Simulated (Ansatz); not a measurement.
Mulliken charges of CH5AlOSiTe, SMILES `C[SiH]1[O][Al]1[TeH]` from r2SCAN/def2-TZVPP in Ansatz (PBE0-D4/def2-TZVP geometry).

```
atom   x (Å)   y (Å)   z (Å)  charge (e)
  C1  -1.275  -1.536   0.488      -0.279
 Si2  -0.105  -0.146   0.892       0.454
  O3   1.207   0.035  -0.137      -0.452
 Al4   0.505   1.608  -0.437       0.261
 Te5   1.388   3.376  -2.013      -0.120
  H6  -0.778  -2.494   0.672       0.079
  H7  -2.157  -1.487   1.132       0.074
  H8  -1.600  -1.505  -0.552       0.076
  H9   0.263  -0.245   2.334      -0.103
 H10   2.635   2.343  -2.375       0.010
```

Task: By hand: the dipole of these point charges (1 e Å = 4.8032 D).

Result: Σ q r = (-0.616, -0.012, 0.289) e Å, of length 0.681 e Å = 3.27 D.

Task: How does the dipole of the full density compare? (Best estimate.)

Result: Ansatz gave: (-0.227, 0.002, -0.025) e Å, 1.10 D; the point charges give 2.97 times that, at 31° from its direction.

Point charges leave out the atoms' own dipoles, such as those of lone pairs, and Mulliken's split depends on the basis, so the two needn't agree.
